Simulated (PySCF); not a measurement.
This PySCF input asks for the NMR shieldings of `C1(N2CCC[SiH2]2)CCC1`, C7H15NSi; the geometry comes from GFN2-xTB.

```python
import basis_set_exchange as bse
import numpy as np
from pyscf import gto, dft
from pyscf.prop import nmr

atoms = """
C    -2.940407    0.047579   -0.760118
C    -2.002081    1.160297   -0.271313
C    -1.114589    0.103187    0.403836
N     0.291228    0.190559    0.172631
C     1.112537   -0.715780    0.954682
C     2.566590   -0.317224    0.731440
C     2.738301   -0.018768   -0.755145
Si    1.088316    0.791962   -1.225654
C    -1.903396   -1.003080   -0.341179
H    -3.861946   -0.014356   -0.184710
H    -3.187281    0.071894   -1.819064
H    -2.437259    1.906280    0.390051
H    -1.484131    1.663191   -1.082616
H    -1.290993    0.057219    1.485808
H     0.838666   -0.635859    2.013357
H     0.947803   -1.757864    0.644942
H     2.770108    0.589623    1.303369
H     3.241232   -1.100915    1.081125
H     2.886633   -0.945834   -1.308059
H     3.611272    0.603010   -0.934633
H     0.601606    0.309144   -2.527053
H     1.119969    2.260051   -1.215584
H    -1.335358   -1.396116   -1.181609
H    -2.268557   -1.828436    0.266520
"""
names = dict.fromkeys(["C", "N", "Si", "H"], "pcSseg-1")
basis = {el: gto.basis.parse(bse.get_basis(n, elements=[el], fmt="nwchem")) for el, n in names.items()}
mol = gto.M(atom=atoms, basis=basis, charge=0, verbose=0)
mf = dft.RKS(mol, xc="PBE0")
mf.grids.level = 2
mf.grids.alignment = dft.numint.BLKSIZE   # the property module wants whole blocks of grid points
mf.conv_tol = 1e-9
mf.kernel()

calc = nmr.RKS(mf)   # GIAO
C = mf.mo_coeff
Co = C[:, mf.mo_occ > 0]
resp = mf.gen_response(singlet=True, hermi=2)
def vind(x):   # induced exchange potential for any number of trial vectors
    d = np.einsum("pi,xij,qj->xpq", C, 2 * x.reshape(-1, C.shape[1], Co.shape[1]), Co, optimize=True)
    return np.einsum("xpq,pi,qj->xij", resp(d - d.transpose(0, 2, 1)), C, Co, optimize=True).ravel()
mo1, _ = nmr.rhf.solve_mo1(calc, with_cphf=vind)
sigma = calc.kernel(mo1)
for i, s in enumerate(sigma):   # ppm
    w = np.linalg.eigvalsh((s + s.T) / 2)
    print("%2d %-2s iso %8.1f  s11 %8.1f  s22 %8.1f  s33 %8.1f" % (i, mol.atom_pure_symbol(i), w.mean(), *w))
```

Task: What does it print?

Result: 
```
 0 C  iso    172.2  s11    163.3  s22    170.3  s33    183.2
 1 C  iso    154.9  s11    138.9  s22    146.3  s33    179.6
 2 C  iso    132.6  s11    111.8  s22    128.3  s33    157.8
 3 N  iso    207.5  s11    154.5  s22    193.4  s33    274.5
 4 C  iso    130.3  s11     95.4  s22    133.4  s33    162.1
 5 C  iso    158.0  s11    139.9  s22    162.0  s33    172.2
 6 C  iso    176.3  s11    160.4  s22    172.8  s33    195.6
 7 Si iso    386.9  s11    349.6  s22    375.1  s33    436.0
 8 C  iso    154.8  s11    135.9  s22    149.2  s33    179.2
 9 H  iso     29.9  s11     26.6  s22     26.9  s33     36.2
10 H  iso     29.8  s11     25.9  s22     27.1  s33     36.5
11 H  iso     29.1  s11     25.7  s22     26.6  s33     35.0
12 H  iso     29.6  s11     25.7  s22     30.3  s33     32.8
13 H  iso     28.2  s11     23.8  s22     28.7  s33     32.1
14 H  iso     29.1  s11     24.3  s22     28.1  s33     34.9
15 H  iso     28.8  s11     23.7  s22     27.9  s33     34.6
16 H  iso     29.9  s11     25.1  s22     27.8  s33     36.7
17 H  iso     29.7  s11     24.6  s22     27.3  s33     37.3
18 H  iso     30.8  s11     26.6  s22     27.8  s33     37.9
19 H  iso     30.7  s11     25.9  s22     27.5  s33     38.7
20 H  iso     26.6  s11     23.1  s22     25.1  s33     31.8
21 H  iso     26.8  s11     22.8  s22     24.5  s33     33.1
22 H  iso     29.9  s11     27.0  s22     29.9  s33     32.7
23 H  iso     29.3  s11     25.2  s22     27.8  s33     35.0
```

These numbers come from an equivalent density-fitted implementation of the same equations, which agrees with the script to about 0.01 ppm for H and up to a few tenths of a ppm for heavy atoms, so last digits may differ.

Task: Turn these shieldings into chemical shifts. References, each an isolated molecule treated in the same way: 13C (σ = 186.93 ppm), 29Si (σ = 349.16 ppm), 1H (σ = 31.72 ppm) against TMS; 15N (σ = 267.73 ppm) against NH3.

Result: Averaging equivalent atoms: C 4: 56.6; C 2: 54.3; C 1/8: 32.1; C 5: 28.9; C 0: 14.7; C 6: 10.7; N 3: 60.3; Si 7: -37.7; H 20/21: 4.99; H 13: 3.54; H 14/15: 2.80; H 11/23: 2.51; H 12/22: 1.97; H 16/17: 1.92; H 10: 1.87; H 9: 1.80; H 18/19: 0.96 ppm. Experimental scales use liquid or dissolved standards, which lie at an offset from isolated NH3 (liquid NH3: subtract about 20 ppm).

Size and cost of the density-fitted run: 235 basis functions, 120 s wall time on 1 thread of an Arm Neoverse N1, shared host; peak memory 1.1 GiB.
